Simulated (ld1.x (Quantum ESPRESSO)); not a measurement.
## Logarithmic derivatives: Cd (Z = 48), TM

Cd, norm-conserving Troullier–Martins (Kleinman–Bylander form), made with ld1.x (Quantum ESPRESSO) 7.5 (LDA (PZ), scalar-relativistic). Core [Kr], reference 4d9 5s0 5p0 (charge +3). Waves: 5p (bound, empty): rc 2.15 bohr; 4d (bound): rc 1.20 bohr; 5s (bound, empty): rc 2.10 bohr. Local part: the s channel. Core correction: Bessel-smoothed model core, default radius (core density twice the valence density).

The phase is arctan(r·u′/u) with u = r·R(r), unwrapped; energies in Ry, scanned from -5 to 5 Ry. A pole is an energy at which the radial function vanishes at the test radius. The pseudo phase is shifted by a multiple of π to meet the all-electron one at the reference energy, and phase errors are pseudo minus all-electron; the curves can meet again beyond the range given. Levels narrower than the energy grid can be missing from the lists of poles.

Question: For each channel, where are the poles, and over which energies does the pseudopotential scatter like the atom?

Answer:

```json
{"channel": "s", "radius (bohr)": "2.36", "reference energy (Ry)": "-2.40", "poles, all-electron": "-0.02", "poles, pseudo": "-0.16", "unbroken range about the reference energy with phases within 0.05 rad": "below 1.5", "phase error 1 Ry above the reference energy (rad)": "-0.005"}
{"channel": "p", "radius (bohr)": "2.36", "reference energy (Ry)": "-1.79", "poles, all-electron": "1.46", "poles, pseudo": "1.17", "unbroken range about the reference energy with phases within 0.05 rad": "below 2.9", "phase error 1 Ry above the reference energy (rad)": "-0.011"}
{"channel": "d", "radius (bohr)": "2.36", "reference energy (Ry)": "-3.38", "poles, all-electron": "-3.17, 4.09", "poles, pseudo": "-3.16", "unbroken range about the reference energy with phases within 0.05 rad": "below -1.4", "phase error 1 Ry above the reference energy (rad)": "+0.016"}
```

Phases in the p channel:

| E (Ry) | all-electron | pseudo |
| --- | --- | --- |
| -5.00 | 1.304 | 1.294 |
| -4.74 | 1.288 | 1.279 |
| -4.48 | 1.270 | 1.261 |
| -4.22 | 1.248 | 1.240 |
| -3.96 | 1.222 | 1.214 |
| -3.70 | 1.190 | 1.183 |
| -3.44 | 1.150 | 1.143 |
| -3.18 | 1.098 | 1.090 |
| -2.92 | 1.026 | 1.019 |
| -2.66 | 0.925 | 0.918 |
| -2.40 | 0.771 | 0.766 |
| -2.14 | 0.528 | 0.525 |
| -1.88 | 0.152 | 0.152 |
| -1.62 | -0.318 | -0.319 |
| -1.36 | -0.720 | -0.725 |
| -1.10 | -0.987 | -0.995 |
| -0.84 | -1.155 | -1.165 |
| -0.58 | -1.265 | -1.277 |
| -0.32 | -1.342 | -1.356 |
| -0.06 | -1.399 | -1.414 |
| 0.20 | -1.443 | -1.459 |
| 0.46 | -1.478 | -1.496 |
| 0.72 | -1.508 | -1.527 |
| 0.98 | -1.532 | -1.554 |
| 1.24 | -1.554 | -1.577 |
| 1.50 | -1.574 | -1.599 |
| 1.76 | -1.592 | -1.620 |
| 2.02 | -1.609 | -1.641 |
| 2.28 | -1.625 | -1.661 |
| 2.54 | -1.641 | -1.682 |
| 2.80 | -1.657 | -1.705 |
| 3.06 | -1.673 | -1.730 |
| 3.32 | -1.691 | -1.757 |
| 3.58 | -1.709 | -1.790 |
| 3.84 | -1.729 | -1.829 |
| 4.10 | -1.752 | -1.878 |
| 4.36 | -1.778 | -1.943 |
| 4.62 | -1.809 | -2.033 |
| 4.88 | -1.848 | -2.168 |
